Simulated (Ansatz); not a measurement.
The cluster Bi₂Cl₆, relaxed as a singlet with RKS PBE-D4/def2-SVP in Ansatz, starting from the GFN2-xTB geometry. Force threshold 0.02 eV/Å.

In the def2 sets Bi takes a core potential; there is no spin–orbit coupling. Another isomer (singlet) lies 0.10 eV lower at PBE0-D4/def2-TZVP; other spin states weren't run for this one.

Start:

Cartesian coordinates in Å:
```
Bi -1.966 -0.164 -1.158
Bi 1.236 0.803 1.752
Cl -0.026 -1.298 -2.148
Cl 3.034 2.496 1.590
Cl -1.321 -0.812 1.183
Cl 0.034 1.934 -0.143
Cl -3.378 -2.189 -1.331
Cl 2.387 -0.770 0.256
```

**Question.** Estimate the energy that the relaxation releases and the steps that it takes.

**Answer.** 5.9 kcal/mol, in 10 steps; 22 s on 4 threads of Arm Neoverse V1 on a shared host. The force fell under the threshold at step 8, but the optimiser went on. No frequencies were taken in this run, so the end may be a saddle point.

**Question.** Does the start keep its bonding?

**Answer.** By distances, no bond broke or formed. The bond that changes most is Bi1–Cl6, from 3.07 to 3.14 Å (atoms count from 1).

**Question.** Predict the relaxed structure.

**Answer.** 
Cartesian coordinates in Å:
```
Bi -1.8572 -0.3263 -1.1161
Bi 1.2967 0.8172 1.5658
Cl -0.1168 -1.6474 -2.2761
Cl 2.9045 2.6689 2.0333
Cl -1.2513 -0.9945 1.2895
Cl 0.0734 2.0241 -0.3441
Cl -3.7830 -1.9011 -1.3293
Cl 2.7337 -0.6408 0.1770
```
Bond lengths (bridged metal pairs left out): 6 × Bi–Cl 2.47 to 2.57 Å.
